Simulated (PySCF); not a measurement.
A GIAO shielding run with PySCF 2.14 (density fitting, non-relativistic, gas phase) on `C[N+]1(C)[AlH2-][CH2]C[C@@H]1C1CC1`, C$_{8}$H$_{18}$AlN:

```
$ OMP_NUM_THREADS=1 python probes_run.py task.json out

{"job": {"kind": "nmr", "xc": "PBE0", "basis": "pcSseg-1"}, "charge": 0, "multiplicity": 1}
C     -1.207919    -0.692534    -1.736356
N     -0.999073    -0.242170    -0.355546
C     -1.399821    -1.301938     0.573245
Al    -2.114967     1.488250    -0.044354
C     -0.532255     2.573157    -0.606500
C      0.599852     1.569048    -0.867261
C      0.391680     0.257145    -0.103456
C      1.478273    -0.754099    -0.370514
C      1.887744    -1.768126     0.661637
C      2.783824    -0.609705     0.355532
H     -0.955458     0.108101    -2.442853
H     -0.600277    -1.583744    -1.965593
H     -2.268833    -0.939707    -1.874113
H     -2.472588    -1.506267     0.445958
H     -0.836070    -2.231438     0.392579
H     -1.236780    -0.967293     1.606148
H     -2.381940     1.410989     1.543398
H     -3.395045     1.284961    -0.996896
H     -0.690230     3.218516    -1.484796
H     -0.253249     3.248649     0.220655
H      1.594216     1.952812    -0.583606
H      0.682665     1.338597    -1.943548
H      0.403572     0.495622     0.976152
H      1.562302    -1.067863    -1.416535
H      1.364711    -1.761941     1.621516
H      2.181962    -2.763983     0.320430
H      3.706692    -0.789480    -0.200668
H      2.860362     0.186449     1.102060
```

Hardware: 1 thread of an Arm Neoverse V1, shared host. The job also computes population analyses, field gradients, ring-centre shieldings.

**Question.** How large is the calculation?

**Answer.** 86 electrons, 267 basis functions and 1397 auxiliary functions.

**Question.** How long does it take, and how much memory does it need?

**Answer.** 88 s of wall time, with 13 SCF cycles and 4 response iterations; peak memory 1.3 GiB. Times on a shared host scatter by some tens of per cent.

**Question.** And these other runs on the same molecule and hardware: GIAO shielding at HF/pcSseg-1?

**Answer.** HF/pcSseg-1: 267 functions, 48 s.
